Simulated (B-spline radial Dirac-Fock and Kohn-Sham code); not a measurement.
## K-line shifts caused by a second vacancy in Ga⁺

System: the Ga⁺ ion in the configuration 1s2 2s2 2p6 3s2 3p6 3d10 4s2, inside a Watson sphere of charge -1 and radius 2 Å (a model of the Madelung potential; inside it an electron's potential energy is raised by 7.2 eV).

Input of the calculation (task.json; shells as n, l, electrons):

```json
{"items": [{
  "Z": 31,
  "q": 1,
  "cfg": [[1, 0, 2], [2, 0, 2], [2, 1, 6], [3, 0, 2], [3, 1, 6], [3, 2, 10], [4, 0, 2]],
  "A": 69,
  "rrms": 3.9973,
  "watson": [-1, 2.0],
  "do": ["binding", "quiet", "double"]
}]}
```

Launch: `python xray_run.py task.json out`

Method: Dirac-Fock ΔSCF + Breit + QED. Computed with a radial B-spline solver. Each two-hole energy is an average over J within one jj subconfiguration, not an observable level; in light atoms, where LS coupling holds, the j-resolved values are not observed lines, and for a K spectator the Kα1 hypersatellite is nearly forbidden. The model has no electron correlation.

Lines without a spectator: Kα2 (K-L2) 9223.9 eV, Kα1 (K-L3) 9251.0 eV, Kβ3 (K-M2) 10258.3 eV, Kβ1 (K-M3) 10261.9 eV. Shifts in eV with one spectator hole (a dash: not computed, or left out as unreliable):

```
spectator hole     Kα2     Kα1     Kβ3     Kβ1
        K (1s)  +330.6  +334.3  +412.8  +413.5
    L2 (2p1/2)   +32.1   +39.3       –   +85.4
    L3 (2p3/2)   +35.6   +34.4   +81.5       –
    M2 (3p1/2)       –   +2.99   +5.78   +7.71
    M3 (3p3/2)   +2.64       –   +7.10   +6.61
    M4 (3d3/2)   -0.16   -1.15       –       –
    M5 (3d5/2)   -1.24   -0.60       –       –
```

With n spectator holes in 2p, averaged over the 2p shell (energies in eV):

| n | KαLⁿ | step | hypersatellite KαʰLⁿ |
| --- | --- | --- | --- |
| 0 | 9242.0 | – | 9575.1 |
| 1 | 9277.8 | +35.9 | 9612.1 |
| 2 | 9314.7 | +36.9 | 9650.1 |
| 3 | 9352.6 | +37.9 | 9689.2 |
| 4 | 9391.6 | +39.0 | 9729.4 |
| 5 | 9431.6 | +40.0 | 9770.6 |
